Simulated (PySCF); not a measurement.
A side-by-side comparison of computed properties.

First species: C₆H₉FSi.
Cartesian coordinates in Å at the GFN2-xTB level; atoms count from 1:
```xyz
17
C6H9FSi angstrom
C     -2.6656    0.2051    0.1288
C     -1.4772   -0.2541   -0.7091
Si     0.0520   -0.6177    0.3618
C      0.9510    0.9051    1.0153
C      2.1832    0.9657    0.4923
C      2.5712   -0.0933   -0.4236
C      1.6201   -1.0056   -0.6427
F      1.8100   -2.0617   -1.4599
H     -2.4199    1.1066    0.6845
H     -2.9514   -0.5648    0.8415
H     -3.5257    0.4189   -0.5035
H     -1.2421    0.5116   -1.4508
H     -1.7569   -1.1513   -1.2624
H     -0.1891   -1.6469    1.3775
H      0.5901    1.6511    1.7032
H      2.8918    1.7522    0.7105
H      3.5515   -0.1087   -0.8733
```

Second species: C₇H₁₃ (charge +1).
InChI=1S/C7H13/c1-5-7(4)6(2)3/h5-6H,1H2,2-4H3/q+1

Levels: B3LYP/def2-SVPD for HOMO energy, LUMO energy, HOMO–LUMO gap, static isotropic polarisability and electronic spatial extent ⟨r²⟩ about the centre of nuclear charge; TDDFT B3LYP/def2-SVPD for lowest singlet excitation; TDA B3LYP/def2-SVPD for lowest triplet excitation (Tamm–Dancoff); GFN2-xTB for rotational constant A and rotational constant C. Geometries: GFN2-xTB. Each structure is a single optimised conformer of the isolated species, non-relativistic unless stated; the electronic structure was computed with PySCF and density fitting.

Dipoles, sizes and rotational constants follow the conformer. The torsions of the flexible species, by atom-mapped SMILES:
- `[CH3:1][CH2:2][Si@@H:3]1[CH:4]=[CH:5][CH:6]=[C:7]1[F:8]`: C1–C2–Si3–C4 -75°
- `[CH2:1]=[CH:2][C+:3]([CH3:4])[CH:5]([CH3:6])[CH3:7]`: C1–C2–C3–C4 10°, C2–C3–C5–C6 -79°

```tsv
property	column X	column Y
HOMO energy	-6.27 eV	-13.43 eV
LUMO energy	-1.67 eV	-8.59 eV
HOMO–LUMO gap	4.60 eV	4.84 eV
lowest singlet excitation	4.07 eV	4.35 eV
lowest triplet excitation (Tamm–Dancoff)	2.51 eV	2.86 eV
static isotropic polarisability	94.6 au	84.8 au
electronic spatial extent ⟨r²⟩ about the centre of nuclear charge	1286 bohr²	909 bohr²
rotational constant A	2.613 GHz	4.258 GHz
rotational constant C	0.923 GHz	1.458 GHz
```

Q: Which column belongs to which species?

A: Column X is the first species and column Y the second. The first has 17 atoms and 68 electrons, the second 20 and 54; their charges are 0 and +1, their HOMO energies -6.27 eV and -13.43 eV.

Q: How does each property change from the first species to the second?

A: HOMO energy -7.16 eV; LUMO energy -6.92 eV; HOMO–LUMO gap +0.24 eV; lowest singlet excitation +0.28 eV; lowest triplet excitation (Tamm–Dancoff) +0.35 eV; static isotropic polarisability -9.8 au; electronic spatial extent ⟨r²⟩ about the centre of nuclear charge -377 bohr²; rotational constant A +1.645 GHz; rotational constant C +0.535 GHz.

On the first: The polarisability is 14.02 Å³ as a volume (1 au = 0.148185 Å³), or 1.39 au for each of the 68 electrons. The vertical singlet–triplet gap S1 − T1 is 1.56 eV (TDDFT singlet less Tamm–Dancoff triplet; S1: HOMO→LUMO, weight 0.98; T1: HOMO→LUMO, weight 0.97).

On the second: The principal polarisabilities are 61.5, 77.7 and 115.2 au; their mean is the isotropic value. No computed singlet falls in the visible range (750 to 380 nm, 1.65 to 3.26 eV); S1 lies 1.09 eV above its blue end.
